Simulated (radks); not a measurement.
Isoelectronic series with 1 electrons, each ion in its NIST ground configuration. Method: scalar-relativistic Kohn-Sham, r2SCAN, spin-polarised, spherical densities, finite nucleus; open shells are filled with parallel spins first (spin-orbit coupling, left out, can overturn this in heavy ions); meta-GGA in the generalised Kohn-Sham scheme; Fermi nuclear charge, rms radius of each element as measured or else 0.836 A^(1/3) + 0.57 fm; computed with a radial shooting solver on a logarithmic mesh with Libxc functionals. Total energies (hartree) and orbital eigenvalues (eV):

ion,configuration,E (hartree),1s up
H,1s1,-0.50018,-8.0259
C5+,1s1,-18.00894,-456.2999
S15+,1s1,-128.44235,-3404.650
Sc20+,1s1,-221.81667,-5916.789
Fe25+,1s1,-341.11001,-9133.865
Ga30+,1s1,-486.82919,-13069.57
Kr35+,1s1,-659.61127,-17741.14
Nb40+,1s1,-860.23791,-23169.72
Pd45+,1s1,-1089.65226,-29380.86
Sb50+,1s1,-1348.98710,-36405.22
Ba55+,1s1,-1639.5899,-44279.32
Pm60+,1s1,-1963.0683,-53046.70
